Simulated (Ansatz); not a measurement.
Gas-phase electronic energies from Ansatz, PBE0-D4/def2-TZVP geometries. CCSD(T)/CBS is the MP2 limit (def2-TZVPP, def2-QZVPP) plus CCSD(T) − MP2 in def2-TZVPP, frozen cores. This one scheme is used for every species. DFT in def2-TZVPP. B3LYP here is the variant with VWN-RPA as its local correlation; programs differ in this. For Se outer-core shells are correlated without core-valence functions, which leaves a few kJ/mol of doubt a bond. Scalar relativity is left out up to krypton. One conformer a species, not always the lowest.

`BC/N=C/[SeH]` + `C=C=N` → `BCN=C=C` + `N=C[SeH]`  (substitution at a C–N bond)

`BC/N=C/[SeH]`:

Z-matrix (Å, degrees):
```
C
N 1 1.439
B 1 1.554 2 116.2
H 1 1.107 2 108.5 3 -114.2
H 1 1.105 2 113.5 3 130.3
C 2 1.252 1 118.6 3 -120.7
H 3 1.194 1 122.0 2 -7.0
H 3 1.197 1 117.8 2 175.2
Se 6 1.901 2 120.2 1 178.2
H 6 1.098 2 124.7 1 -1.4
H 9 1.468 6 93.9 2 178.2
```

`C=C=N`:

Cartesian coordinates in Å:
```
C -0.792 -0.380 -0.413
C 0.184 0.223 0.209
N 1.013 0.855 0.838
H -1.109 -0.037 -1.388
H -1.280 -1.232 0.038
H 1.983 0.571 0.716
```

`BCN=C=C`:

```xyz
11

B     0.942    1.634    0.972
C    -0.312    0.740    0.769
N    -0.062   -0.672    0.567
C    -0.233   -1.256   -0.479
C    -0.391   -1.960   -1.571
H     0.763    2.808    1.119
H     2.048    1.186    0.999
H    -0.947    1.173   -0.020
H    -0.896    0.859    1.696
H     0.416   -2.048   -2.286
H    -1.328   -2.464   -1.766
```

`N=C[SeH]`:

Z-matrix (Å, degrees):
```
C
Se 1 1.903
N 1 1.257 2 119.6
H 1 1.094 2 114.0 3 180.0
H 2 1.468 1 94.0 3 -180.0
H 3 1.018 1 111.3 2 -180.0
```

```csv
level,ΔE (kJ/mol),difference from CCSD(T)/CBS
PBE-D4,6.0,0.6
r2SCAN-D4,6.3,0.9
PBE0-D4,6.0,0.6
B3LYP-D4,4.8,-0.6
ωB97X-V,5.4,0.0
ωB97M-V,6.0,0.6
B2PLYP,4.4,-1.0
PBE,5.3,-0.1
r2SCAN,6.0,0.6
PBE0,5.3,-0.1
B3LYP,3.7,-1.7
HF/def2-TZVPP,2.2,-3.2
MP2/def2-TZVPP,5.8,0.4
SCS-MP2/def2-TZVPP,4.7,-0.7
CCSD/def2-TZVPP,5.4,0.0
CCSD(T)/def2-TZVPP,6.0,0.6
HF/def2-QZVPP,2.0,-3.4
MP2/def2-QZVPP,5.4,0.0
SCS-MP2/def2-QZVPP,4.3,-1.1
HF/CBS(def2),1.9,-3.5
MP2/CBS(def2),5.2,-0.2
CCSD/CBS(def2),4.9,-0.5
CCSD(T)/CBS,5.4,0
```

Largest T1 diagnostic among the species: 0.015.

In def2-TZVPP, CCSD(T) changes the Hartree–Fock value by +3.7 kJ/mol (the triples alone add +0.5 kJ/mol) and MP2 by +3.5 kJ/mol.
